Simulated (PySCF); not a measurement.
## Distorted geometries of [Eu(NH3)]3+

[Eu(NH3)]3+ (singlet in the valence; each metal's 4f electrons, 6 of them, lie in its core potential, out of spins and levels). PySCF 2.14.0, RKS TPSS, Eu lcecp-1-SVP with ECP52, N def2-SVP, H def2-SVP; non-relativistic Hamiltonian with scalar-relativistic core potentials where named; density fitting; no spin-orbit coupling. Relaxed geometry:

```xyz
5

Eu    0.0000    0.0000   -0.1646
N     0.0000    0.0000    2.2146
H     0.9499    0.0000    2.6713
H    -0.4750    0.8226    2.6713
H    -0.4749   -0.8226    2.6713
```

Order these distorted geometries by energy above the relaxed one, lowest first.
A.
```xyz
5

Eu   -0.0226   -0.0159   -0.1131
N    -0.0378    0.0927    2.2166
H     0.8741    0.0725    2.7954
H    -0.3814    0.8838    2.6613
H    -0.4323   -1.0331    2.5035
```
B.
```xyz
5

Eu    0.0429    0.0249   -0.1237
N    -0.0962   -0.0415    2.1512
H     1.0142    0.0212    2.5659
H    -0.5187    0.8112    2.6277
H    -0.4421   -0.8157    2.8425
```
C.
```xyz
5

Eu    0.1147   -0.1408   -0.1442
N    -0.2219    0.0079    2.4060
H     0.7867    0.1727    2.8117
H    -0.2079    0.7510    2.4266
H    -0.4717   -0.7908    2.5635
```

B (0.39 eV), A (0.90 eV), C (6.52 eV).

Which forces (eV/Å) act in the one that lies 6.52 eV up?


```
Eu   -0.13  -0.04   0.21
N    10.19 -18.96  -6.60
H    -0.32  -2.05   0.19
H    -4.20  32.64   1.99
H    -5.55 -11.59   4.20
```
Forces carry noise of the integration grid, about 0.01 to 0.03 eV/Å.

No frequency check is given that shows the relaxed geometry to be a minimum. An lcecp potential fixes the number of 4f electrons, so in runs with it no electron can move into or out of that shell.
